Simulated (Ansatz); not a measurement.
Reaction (formal exchange of groups at a C–O bond): `C[O][Ta](=[O])([F])[F]` + `[F][AlH][F]` → `[CH3][Al]([F])[F]` + `[O]=[Ta]([OH])([F])[F]`

Gas-phase electronic energies from Ansatz, PBE0-D4/def2-TZVP geometries. CCSD(T)/CBS is the MP2 limit (def2-TZVPP, def2-QZVPP) plus CCSD(T) − MP2 in def2-TZVPP, frozen cores. This one scheme is used for every species. Functionals use def2-TZVPP. def2 core potentials past Kr. For Ta outer-core shells are correlated without core-valence functions, which leaves a few kJ/mol of doubt a bond. Each species was taken in one conformer, which may not be the lowest.

Q: Is it downhill or uphill in electronic energy at CCSD(T)/CBS, and by how much? (An estimate is asked.)

A: Ansatz gave: Downhill: ΔE = -94.4 kJ/mol.

Q: What do these levels give: PBE-D4, B97M-V, BHLYP-D4, r2SCAN, r2SCANh, RPA@PBE/def2-TZVPP, MP2/def2-SVP, CCSD/def2-SVP, SCS-MP2/def2-TZVPP, MP2/def2-QZVPP, SCS-MP2/def2-QZVPP, CCSD/CBS(def2)? (Best estimate.)

A: Ansatz gave: PBE-D4 -93.8, B97M-V -87.5, BHLYP-D4 -87.4, r2SCAN -97.5, r2SCANh -97.9, RPA@PBE/def2-TZVPP -80.0, MP2/def2-SVP -79.8, CCSD/def2-SVP -74.3, SCS-MP2/def2-TZVPP -86.8, MP2/def2-QZVPP -96.5, SCS-MP2/def2-QZVPP -89.4, CCSD/CBS(def2) -94.5 kJ/mol.

Largest T1 diagnostic among the species: 0.020.

At CCSD(T), def2-SVP lies +21.4 kJ/mol from the extrapolated value and def2-TZVPP +4.6 kJ/mol. Leaving LDA and LC-ωPBE aside and taking each functional with its dispersion term where it has one, the values, not all of them listed here, spread over 11.7 kJ/mol, from r2SCAN0-D4 to BLYP-D4.
